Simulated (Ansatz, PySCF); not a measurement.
CH₉NO₂Si₂, SMILES CN[SiH2]O[SiH2]O. Atoms are numbered in the order given.

```xyz
15

C     -1.9043    -1.6926     0.0555
N     -2.0236    -0.2979     0.4545
Si    -1.4982     1.0375    -0.4954
O      0.1703     1.1539    -0.6439
Si     1.4919     0.4943     0.1030
O      1.5174    -1.1688    -0.0340
H     -2.6927    -2.3090     0.5193
H     -0.9212    -2.1346     0.3009
H     -2.0366    -1.7743    -1.0364
H     -2.0960    -0.1650     1.4591
H     -2.0185     0.8779    -1.8776
H     -1.9929     2.2730     0.1664
H      2.6874     1.0974    -0.5429
H      1.4665     0.7462     1.5652
H      1.6420    -1.5300    -0.9199
```

Geometry: B3LYP-D3(BJ)/def2-SVP. This is a generated structure with no PubChem entry under its InChIKey; it may be hypothetical. Other conformers were not sampled.

Two levels are set side by side: PBE-D3(BJ)/def2-SVP (Ansatz, a quantum-chemistry and plane-wave program) and B3LYP-D3(BJ)/def2-SVP (Ansatz). Each level has its own optimised geometry; the coordinates shown are those of the second. Frequencies come from the Hessian of PySCF at each geometry. Differences are taken from unrounded values.

```tsv
quantity	B3LYP-D3(BJ)
mean bond length (Å)	1.387
bond C1–N2 (Å)	1.456
bond N2–Si3 (Å)	1.721
bond Si3–O4 (Å)	1.679
bond O4–Si5 (Å)	1.655
bond Si5–O6 (Å)	1.669
bond C1–H7 (Å)	1.103
bond C1–H8 (Å)	1.105
bond C1–H9 (Å)	1.103
bond N2–H10 (Å)	1.016
bond Si3–H11 (Å)	1.486
bond Si3–H12 (Å)	1.486
bond Si5–H13 (Å)	1.487
bond Si5–H14 (Å)	1.484
bond O6–H15 (Å)	0.965
highest harmonic wavenumber (cm⁻¹)	3869
mean harmonic wavenumber (cm⁻¹)	1227
zero-point energy (kcal/mol)	68.39
```

**Question.** What does PBE-D3(BJ) give, and how far is it from B3LYP-D3(BJ)? (An estimate is asked for; the answer gives what the named calculation found.)

**Answer.** 
```csv
quantity,PBE-D3(BJ),PBE-D3(BJ) minus B3LYP-D3(BJ)
mean bond length (Å),1.398,0.011
bond C1–N2 (Å),1.457,0.001
bond N2–Si3 (Å),1.731,0.010
bond Si3–O4 (Å),1.696,0.017
bond O4–Si5 (Å),1.670,0.015
bond Si5–O6 (Å),1.682,0.014
bond C1–H7 (Å),1.111,0.008
bond C1–H8 (Å),1.114,0.009
bond C1–H9 (Å),1.111,0.008
bond N2–H10 (Å),1.023,0.007
bond Si3–H11 (Å),1.499,0.013
bond Si3–H12 (Å),1.500,0.014
bond Si5–H13 (Å),1.501,0.014
bond Si5–H14 (Å),1.498,0.014
bond O6–H15 (Å),0.973,0.009
highest harmonic wavenumber (cm⁻¹),3758,-110
mean harmonic wavenumber (cm⁻¹),1192,-35
zero-point energy (kcal/mol),66.45,-1.94
```

GGA bonds tend to be longer and softer than those of functionals with exact exchange. Differences between two approximate levels are no errors against the true value.
